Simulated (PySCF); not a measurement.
HgCl₂, SMILES [Hg]([Cl])[Cl].

The structure is a stationary point at B3LYP-D3(BJ)/def2-TZVP. The isomer is the one that the SMILES or the coordinates give; other isomers of the formula were not compared. The def2 effective core potentials stand for the cores of Hg; spin–orbit coupling is left out.

The numbers are results of B3LYP-D3(BJ)/def2-TZVP (PySCF), not measurements.

Frequencies are harmonic and unscaled.

Modes within 1.5 cm⁻¹ of each other (mostly degenerate sets) share a row, with their intensities summed.

Computed vibrational spectrum:
```
mode  ν (cm⁻¹)  IR (km/mol)  Raman (Å⁴/amu)  depolarisation  moving atoms (share of kinetic energy)
----  --------  -----------  --------------  --------------  --------------------------------------
1–2         96          8.3             0.0               –                        Cl 74 %, Hg 26 %
3          337          0.0            32.7            0.27                                Cl 100 %
4          392         54.4             0.0               –                        Cl 74 %, Hg 26 %
```
